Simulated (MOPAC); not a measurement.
Job for MOPAC: AM1 on FISi (SMILES F[Si]I), a point of a bond scan (R = 5.152 Å).

```
AM1 1SCF PRECISE CHARGE=0 THREADS=1
FISi

Si     0.72542197 1     1.01948837 1     1.18893518 1
F      2.11903621 1     4.68102645 1    -2.15642335 1
I     -0.38875935 1    -0.63672280 1    -0.33842808 1
```

Output:

```
*******************************************************************************
 **                                                                           **
 **                              MOPAC v23.2.5                                **
 **                                                                           **
 *******************************************************************************
 ** MOPAC's Digital Object Identifier: https://doi.org/10.5281/zenodo.6511958 **
 **                                                                           **
 ** Please cite the open-source release paper for use of this MOPAC version:  **
 ** J. E. Moussa and J. J. P. Stewart (2026)                                  **
 ** MOPAC: An open-source semiempirical molecular orbital program             **
 ** J. Open Source Softw., 11(119), 8025, https://doi.org/10.21105/joss.08025 **
 *******************************************************************************

                              AM1 CALCULATION RESULTS

 *******************************************************************************
 *  AM1        - The AM1 Hamiltonian to be used
 *
 *
 *
 *                 CHARGE ON SYSTEM = 0
 *
 *
 *
 *  PRECISE    - TIGHTER CRITERIA TO BE USED
 *  1SCF       - DO 1 SCF AND THEN STOP
 *  THREADS=1  - MULTI-THREADING NOT USED
 *  T=         - A TIME OF 172800.0 SECONDS REQUESTED
 *  DUMP=N     - RESTART FILE WRITTEN EVERY 7200.0 SECONDS REQUESTED
 *******************************************************************************
AM1 1SCF PRECISE CHARGE=0 THREADS=1
 FISi

   ATOM   CHEMICAL          X               Y               Z
  NUMBER   SYMBOL      (ANGSTROMS)     (ANGSTROMS)     (ANGSTROMS)

     1      Si          0.72542197  *   1.01948837  *   1.18893518  *
     2       F          2.11903621  *   4.68102645  *  -2.15642335  *
     3       I         -0.38875935  *  -0.63672280  *  -0.33842808  *



          CARTESIAN COORDINATES

    NO.       ATOM           X           Y           Z

     1        Si          0.7254      1.0195      1.1889
     2         F          2.1190      4.6810     -2.1564
     3         I         -0.3888     -0.6367     -0.3384

  F: (AM1): M.J.S. DEWAR AND E. G. ZOEBISCH, THEOCHEM, 180, 1 (1988).
 Si: (AM1): M.J.S.DEWAR, C. JIE, ORGANOMETALLICS, 6, 1486-1490 (1987).
  I: (AM1): M.J.S. DEWAR AND E. G. ZOEBISCH, THEOCHEM, 180, 1 (1988).

           Empirical Formula: Si F I  =     3 atoms



      MOLECULAR POINT GROUP   :   Cs


      RHF CALCULATION, NO. OF DOUBLY OCCUPIED LEVELS = 9



 ALL CONVERGERS ARE NOW FORCED ON
 SHIFT=10, PULAY ON, CAMP-KING ON
 AND ITERATION COUNTER RESET



 -------------------------------------------------------------------------------
 AM1 1SCF PRECISE CHARGE=0 THREADS=1
 FISi



     1SCF WAS SPECIFIED, SO BFGS WAS NOT USED
     SCF FIELD WAS ACHIEVED


                              AM1 CALCULATION
                                                       MOPAC v23.2.5 Linux




          FINAL HEAT OF FORMATION =        177.10585 KCAL/MOL =     741.01087 KJ/MOL


          COSMO AREA              =        145.74 SQUARE ANGSTROMS
          COSMO VOLUME            =        124.61 CUBIC ANGSTROMS

          IONIZATION POTENTIAL    =          6.942259 EV
          HOMO LUMO ENERGIES (EV) =         -6.942 -4.050
          NO. OF FILLED LEVELS    =          9
          MOLECULAR WEIGHT        =        173.9884         POINT GROUP:  Cs

          MOLECULAR DIMENSIONS (Angstroms)

            Atom       Atom       Distance
            I     3    F     2     6.15407
            F     2   Si     1     2.06422
            I     3    F     2     0.00000


          SCF CALCULATIONS        =          1





   ATOM   CHEMICAL          X               Y               Z
  NUMBER   SYMBOL      (ANGSTROMS)     (ANGSTROMS)     (ANGSTROMS)

     1      Si          0.72542197  *   1.01948837  *   1.18893518  *
     2       F          2.11903621  *   4.68102645  *  -2.15642335  *
     3       I         -0.38875935  *  -0.63672280  *  -0.33842808  *

                             CARTESIAN COORDINATES

   1   Si        0.725421970     1.019488370     1.188935180
   2    F        2.119036210     4.681026450    -2.156423350
   3    I       -0.388759350    -0.636722800    -0.338428080


           Empirical Formula: Si F I  =     3 atoms



      MOLECULAR POINT GROUP   :   Cs


                  EIGENVALUES
 -38.88124 -30.75677 -14.13965 -11.80785 -11.79755 -10.86208  -9.19000  -9.18901
  -6.94226  -4.04992  -3.52995  -2.64491


              NET ATOMIC CHARGES AND DIPOLE CONTRIBUTIONS

  ATOM NO.   TYPE          CHARGE      No. of ELECS.   s-Pop       p-Pop
    1         Si           0.719079        3.2809     1.91001     1.37091
    2          F          -0.515847        7.5158     2.00000     5.51585
    3          I          -0.203233        7.2032     1.98350     5.21973
 DIPOLE           X         Y         Z       TOTAL
 POINT-CHG.    -2.365    -7.456     9.780    12.523
 HYBRID        -0.425    -0.460    -1.150     1.309
 SUM           -2.790    -7.915     8.630    12.038


          ATOMIC ORBITAL ELECTRON POPULATIONS

     Atom    s        px        py        pz
    1 Si   1.91001   0.22987   0.48861   0.65244
    2  F   2.00000   1.96146   1.75114   1.80325
    3  I   1.98350   1.79673   1.68076   1.74225

 **********************
 *                    *
 * JOB ENDED NORMALLY *
 *                    *
 **********************




 == MOPAC DONE ==
```

The run finished.

Cost: about 0.17 core-seconds (a rough figure).
